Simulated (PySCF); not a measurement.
Unknown: peak-picked proton spectrum

Formula C₅H₄F₄. The spectrum was simulated from the full spin Hamiltonian at 200 MHz with 0.8 Hz Lorentzian lines, from shifts rounded to 0.01 ppm and J to 0.1 Hz, couplings under 1 Hz left out.

Maxima in Hz from TMS (height), grouped by integral:
1H: 1442.2 (49), 1441.0 (89), 1439.7 (49), 1430.3 (54), 1429.1 (98), 1427.8 (54), 1356.6 (48), 1355.3 (86), 1354.1 (48), 1344.7 (55), 1343.4 (100), 1342.2 (56)
1H: 1216.7 (44), 1207.6 (89), 1204.8 (42), 1201.2 (47), 1198.5 (50), 1195.7 (81), 1192.0 (92), 1189.2 (42), 1186.6 (44), 1183.0 (50), 1180.2 (78), 1171.0 (41)
2H: 619.0 (27), 617.3 (45), 616.7 (43), 615.9 (43), 615.3 (47), 613.7 (53), 612.1 (49), 611.5 (46), 609.9 (69), 608.5 (69), 606.9 (45), 606.2 (48), 604.6 (52), 603.1 (47), 602.4 (43), 601.6 (42), 601.0 (45), 599.4 (28), 596.6 (29), 594.9 (46), 594.3 (43), 593.6 (44), 592.9 (48), 591.3 (54), 589.7 (49), 589.1 (46), 587.5 (69), 586.1 (69), 584.5 (44), 583.8 (48), 582.2 (52), 580.6 (46), 580.0 (42), 579.2 (41), 578.6 (44), 577.0 (26)

$^{13}$C{$^{1}$H} NMR (computed): δ 166.5 (ddd, J = 376.4, 354.1, 46.0 Hz), 160.8 (d, J = 333.1 Hz), 138.8 (ddd, J = 310.6, 54.0, 12.2 Hz), 113.8 (dd, J = 11.8, 4.2 Hz), 29.3 (ddt, J = 21.2, 7.4, 1.6 Hz).

- couplings computed with B3LYP/pcJ-1 (spin–dipole term only in couplings to heteroatoms)
- coordinates at the GFN2-xTB level
- NMR shieldings at PBE0/pcSseg-1/GIAO
- run in PySCF 2.14
- averaged over atoms made equivalent by symmetry, fast rotation or ring inversion, isolated molecule, single conformer, no relativistic terms

Scale: $^{1}$H, $^{13}$C against TMS (reference shieldings calculated alike).

Q: Analyse the multiplets.

A: $^{1}$H NMR (200 MHz, computed): δ 6.96 (ddt, J = 85.7, 11.9, 1.3 Hz, 1H), 5.97 (ddt, J = 15.5, 11.9, 9.1 Hz, 1H), 2.99 (m, 2H). These are first-order names from the parameters used; overlap and second-order distortion can hide them in the list.

Q: What is the compound?

A: SMILES F/C=C/CC(F)=C(F)F.

Atom-mapped SMILES (the numbers label the heavy atoms): `[F:1]/[CH:2]=[CH:3]/[CH2:4][C:5]([F:6])=[C:7]([F:8])[F:9]`. Each H is labelled by its parent atom.

1. δ 6.96: H(C2), hydrogen on an alkene CH, coupled to F1 (85.7 Hz), H(C3) (11.9 Hz), H(C4) (1.3 Hz).
2. δ 5.97: H(C3), hydrogen on an alkene CH, coupled to F1 (15.5 Hz), H(C2) (11.9 Hz), H(C4) (9.1 Hz).
3. δ 2.99: H(C4), hydrogen on an allylic sp3 CH2, coupled to F6 (22.4 Hz), H(C3) (9.1 Hz), F8 (5.2 Hz), F9 and F1 (2.0 Hz).

This is the structure that produced the data.

C–F couplings over four or more bonds (about 3 Hz to the para carbon of a fluoroarene) are left out. Common functionals overestimate the size of one-bond C–F couplings by tens of Hz; these are unscaled. Multiplet labels drop couplings under 1 Hz and merge nearly equal ones. Unscaled 3J(H,H) at this level run about 10 % above measured values. Shifts are as computed. Against solution values, carbons near 30 ppm lie about +3 ppm off and those near 130 ppm about +5 ppm. Of 1211 compounds with measured shifts, 218 miss one by over three times the rms of a fit or turn the order of signals round; such compounds aren't used in these exercises. Couplings across =CH–CH2 type bonds come from one rotamer and its mirror image, and can be 1–2 Hz further off.
